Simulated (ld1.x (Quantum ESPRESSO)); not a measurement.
What one change does to a pseudopotential (cobalt, PAW)

* Element: Co (Z = 27)
* Generator: ld1.x (Quantum ESPRESSO) 7.5
* Type: PAW
* Functional: LDA (PZ)
* Relativity: scalar-relativistic
* Frozen core: [Ar]
* Valence charge: 9
* Reference configuration: 3d7 4s2 4p0
* Partial waves: 4s (bound): rcut 2.45, rcutus 2.65 bohr; 4s channel at 1.5 Ry: rcut 2.45, rcutus 2.65 bohr; 4p (bound, empty): rcut 2.75, rcutus 3.75 bohr; 4p channel at 4.4 Ry: rcut 2.75, rcutus 3.75 bohr; 3d (bound): rcut 0.80, rcutus 1.10 bohr; 3d channel at 0.6 Ry: rcut 0.80, rcutus 1.10 bohr
* Local potential: all-electron potential smoothed inside 0.95 bohr (lloc = -2)
* Core correction: Bessel-smoothed model core, default radius (core density twice the valence density)
* Augmentation charge: BESSEL, radius 0.85 bohr

Change: all radii but the core radius scaled by about 0.76 (s 2.02, p 2.86, d 0.84 bohr, rcut 1.86/2.10/0.62); local potential all-electron potential smoothed inside 0.72 bohr (lloc = -2); augmentation BESSEL, radius 0.64 bohr.

Cutoffs: the cutoffs (Ry, on a coarse ladder) from which the occupation-weighted sum of valence levels, in a spherical-Bessel basis at the reference potential, stays within 10 and 1 mRy of its value at 400 Ry; they do not see the model core or the augmentation charge, which bear on the density cutoff. Errors are all-electron minus pseudo energies relative to the spin-unpolarised reference configuration.

**Question.** Predict the effect on cutoff, ghosts and configuration errors.

**Answer.** The potential gets harder (90 Ry and 160 Ry → 160 Ry and 260 Ry); the bound ghosts move from s to p, s; of the 9 tests that both files solve, the error grows in 3 and shrinks in 5 by more than 15 % and 0.3 meV (median size 28.7 → 15.3 meV). A smaller radius makes the pseudo-wave follow the all-electron one further in, where it bends more sharply, so more plane waves are needed.

```tsv
quantity	base	changed
cutoff, loose	90 Ry	160 Ry
cutoff, tight	160 Ry	260 Ry
loose cutoff by channel (10 mRy a level)	s 6 Ry, d 80 Ry	s 6 Ry, d 140 Ry
bound ghosts	s	s, p
error for 3d7 4s1 4p0, meV [ΔE 9.30 eV]	+29	+0.4
error for 3d7 4s0 4p0, meV [ΔE 26.38 eV]	+311	+15
error for 3d6 4s0 4p0, meV [ΔE 62.57 eV]	-79	-245
error for 3d7 4s0 4p2, meV [ΔE 9.14 eV]	+4.2	+66
error for 3d8 4s1 4p0, meV [ΔE -1.24 eV]	+40	-51
error for 3d7 4s1.5 4p0, meV [ΔE 3.72 eV]	+3.1	-0.4
error for 3d7 4s0 4p1, meV [ΔE 14.75 eV]	+57	+16
error for 3d7 4s2 4p0 (spin-polarised), meV [ΔE -1.98 eV]	-10	-9.6
error for 3d7 4s1 4p0 (spin-polarised), meV [ΔE 6.72 eV]	+22	-6.3
lowest overlap eigenvalue by channel	s 0.15, p 0.33, d 0.89	s 0.30, p 0.14, d 0.96
```

 A true bound ghost makes a file unfit for plane-wave use even where its test errors are small: the radial tests pick states by their node count and pass the ghost by.
